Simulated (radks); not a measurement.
The numbers below are computed, except where a source is named.
Problem. These are the eigenvalues of the occupied orbitals of an atom or ion with whole-number occupations (Ry). Code: a radial shooting solver on a logarithmic mesh with Libxc functionals. Model: Dirac Kohn-Sham, PBEsol, spin-unpolarised, spherical densities, point nucleus.

| orbital | eigenvalue |
|---|---|
| 1s1/2 | -472.0685 |
| 2s1/2 | -54.70633 |
| 2p1/2 | -46.88803 |
| 2p3/2 | -46.12267 |
| 3s1/2 | -6.40702 |
| 3p1/2 | -4.18013 |
| 3p3/2 | -4.08670 |
| 3d3/2 | -0.61424 |
| 3d5/2 | -0.60548 |
| 4s1/2 | -0.44691 |
| 4p1/2 | -0.15674 |

Which element is it, and in what charge state? The configuration may be excited. Open shells, if any, fill j = l - 1/2 first.

Solution. Z = 25, manganese, charge 0: Mn in [Ar] 3d5 4s1 4p1. The list shows which subshells hold electrons but not how many an open one holds; the 1s level, -236.03 hartree, gives Z - s = 21.7 by -(Z - s)^2/2, which with screening and relativity narrows Z to a few neighbours, and the depths of the outer levels then fix element, charge and occupations together.
